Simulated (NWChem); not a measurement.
System: SiH3I; SMILES [SiH3]I

Here is an NWChem input.

```
start job
memory heap 200 mb stack 900 mb global 1100 mb
geometry units angstroms noautoz
  Si     0.000000     0.000000     1.799927
  I      0.000000     0.000000    -0.649111
  H      1.082660     0.906455     2.273763
  H      0.243683    -1.390839     2.273763
  H     -1.326343     0.484384     2.273763
end
basis spherical
  * library def2-tzvpd
end
ecp
  I library def2-ecp
end
dft
  xc b3lyp
  iterations 150
  mulliken
end
task dft energy
```

All runs use the structure optimised with PBE0/def2-SVP. def2 effective core potentials on I; no spin-orbit coupling.

Task: Give the results of this calculation. (B3LYP/def2-TZVPD with def2 effective core potentials on I.) Quantities: energy (Ha); highest occupied level (eV); orbital gap (eV); dipole (D).

Result: 
```yaml
energy (Ha): -589.16
highest occupied level (eV): -7.49
orbital gap (eV): 6.31
dipole (D): 1.13
```
